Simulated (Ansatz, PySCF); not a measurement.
Process, species as SMILES: COC(C)C + 4 [H][H] (H2) -> 4 C (CH4) + O (H2O)
Each molecule is optimised on its own at B3LYP-D3(BJ)/def2-TZVP (Ansatz, a program for electronic structure), one conformer each, not searched for the lowest.

Property: energy of full hydrogenation (enthalpy at 298 K, with B3LYP-D3(BJ) rigid-rotor harmonic-oscillator terms from PySCF), in kcal/mol. Correlated levels leave the core frozen unless marked. No spin-orbit coupling. Non-relativistic. CBS(X,Y): correlation extrapolated as X^-3; Hartree-Fock from the larger set.

From measured enthalpies of formation at 298 K: -68.8 kcal/mol (COC(C)C -60.2, CRC Handbook; [H][H] (H2) 0.0, ATcT 1.112; C (CH4) -17.8, ATcT 1.112; O (H2O) -57.8, ATcT 1.112). It holds spin-orbit effects, and any other conformers, which the calculations lack, and core correlation, which the frozen-core levels lack. This is an older compilation, not checked against later work.

| level | program | energy of full hydrogenation (kcal/mol) | error against measurement |
|---|---|---|---|
| HF/cc-pVDZ | Ansatz | -79.5 | -10.7 |
| BLYP-D3(BJ)/def2-TZVPD | Ansatz + dftd3 | -65.9 | 2.9 |
| PBE0-D3(BJ)/def2-TZVPD | Ansatz + dftd3 | -68.8 | 0.0 |
| r2SCANh/def2-TZVPD | Ansatz | -68.7 | 0.1 |
| r2SCAN0-D4/def2-TZVPD | Ansatz + dftd4 | -69.1 | -0.3 |
| SCS-MP2/cc-pVTZ | Ansatz | -68.2 | 0.6 |
| CCSD(T)/CBS(cc-pVTZ,cc-pVQZ) | Ansatz | -68.7 | 0.1 |
